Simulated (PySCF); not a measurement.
# C$_{7}$H$_{7}$OPSi: full NMR table

```
Formula                               : C7H7OPSi
SMILES                                : [SiH3]c1oc2ccccc2p1
Point group of the computed structure : C1
Carbon signals                        : 7
Proton signals                        : 5
```

Molfile (atoms numbered from 1):
```
C7H7OPSi
     RDKit          3D

 17 18  0  0  0  0  0  0  0  0999 V2000
    3.6397   -0.2804   -0.1563 Si  0  0  0  0  0  4  0  0  0  0  0  0
    1.7703   -0.4660    0.0112 C   0  0  0  0  0  0  0  0  0  0  0  0
    1.1032    0.6806    0.2821 O   0  0  0  0  0  0  0  0  0  0  0  0
   -0.2199    0.4777    0.3826 C   0  0  0  0  0  0  0  0  0  0  0  0
   -1.1432    1.4805    0.6603 C   0  0  0  0  0  0  0  0  0  0  0  0
   -2.4741    1.1358    0.7353 C   0  0  0  0  0  0  0  0  0  0  0  0
   -2.8898   -0.1827    0.5370 C   0  0  0  0  0  0  0  0  0  0  0  0
   -1.9798   -1.1773    0.2640 C   0  0  0  0  0  0  0  0  0  0  0  0
   -0.6239   -0.8550    0.1848 C   0  0  0  0  0  0  0  0  0  0  0  0
    0.8033   -1.8771   -0.1413 P   0  0  0  0  0  0  0  0  0  0  0  0
    3.9639    1.0782    0.2744 H   0  0  0  0  0  0  0  0  0  0  0  0
    4.2836   -1.2838    0.6915 H   0  0  0  0  0  0  0  0  0  0  0  0
    4.0144   -0.4917   -1.5563 H   0  0  0  0  0  0  0  0  0  0  0  0
   -0.8054    2.4941    0.8092 H   0  0  0  0  0  0  0  0  0  0  0  0
   -3.2101    1.8956    0.9510 H   0  0  0  0  0  0  0  0  0  0  0  0
   -3.9418   -0.4189    0.5998 H   0  0  0  0  0  0  0  0  0  0  0  0
   -2.2974   -2.1976    0.1100 H   0  0  0  0  0  0  0  0  0  0  0  0
  1  2  1  0
  2  3  1  0
  3  4  1  0
  4  5  2  0
  5  6  1  0
  6  7  2  0
  7  8  1  0
  8  9  2  0
  9 10  1  0
 10  2  2  0
  9  4  1  0
  1 11  1  0
  1 12  1  0
  1 13  1  0
  5 14  1  0
  6 15  1  0
  7 16  1  0
  8 17  1  0
M  END
```

PySCF 2.14.0 with density-fitted response routines calculation with GIAO PBE0/pcSseg-1 shieldings and geometry: GFN2-xTB; one computed conformer, non-relativistic Hamiltonian, averaged over atoms made equivalent by symmetry, fast rotation or ring inversion, no solvent model.

Scale: TMS for 1H and 13C and 29Si; H3PO4 for 31P; 17O vs H2O (reference shieldings calculated alike).

```tsv
carbon	δC, type	δH (multiplicity)	HMBC from (2–3 bonds)	span of the C tensor (ppm)
C2	208.3, C	–	H11/H12/H13	290
C4	168.2, C	–	H17, H14, H15	163
C5	119.3, CH	8.10 (m)	H15, H16	191
C6	132.0, CH	7.81 (m)	H17, H14, H16	229
C7	127.7, CH	7.64 (m)	H17, H14, H15	227
C8	134.6, CH	8.50 (m)	H15, H16	226
C9	147.8, C	–	H17, H14, H16	195
```

Other nuclei:
| atoms | nucleus | environment | δ (ppm) | σ (ppm) |
| --- | --- | --- | --- | --- |
| H11/H12/H13 | 1H | hydrogen on a silicon bonded to C | 4.83 | 26.89 |
| P10 | 31P | phosphorus bonded to 2 C, in a 5-membered ring | 180.4 | 138.0 |
| Si1 | 29Si | silicon bonded to C, 3 H | -77.8 | 427.0 |
| O3 | 17O | aromatic ring oxygen | 343.1 | -7.0 |

- δC 208.3: substituted aromatic carbon next to the ring oxygen.
- δC 168.2, 147.8: ring-fusion aromatic carbon.
- δC 134.6, 132.0, 127.7, 119.3: aromatic CH.
- δH 8.50, 8.10, 7.81, 7.64: hydrogen on an aromatic CH; aromatic region.
- δH 4.83: hydrogen on a silicon bonded to C.

Splittings by 31P in the carbon and heteronuclear signals aren't shown, as no couplings were computed. Shifts are as computed. Against solution values, carbons near 30 ppm lie about +3 ppm off and those near 130 ppm about +5 ppm. Of 1211 compounds with measured shifts, 218 miss one by over three times the rms of a fit or turn the order of signals round; such compounds aren't used in these exercises. Unscaled 17O shifts of doubly bonded oxygen tend to come out too high, by tens of ppm or more. Experimental scales use liquid or dissolved standards, which lie at an offset from isolated H2O (liquid H2O: subtract about 36 ppm) and H3PO4. Multiplicities follow the n + 1 count of equivalent neighbours, as no J values were calculated; m marks all less simple cases, F and P coupling included.
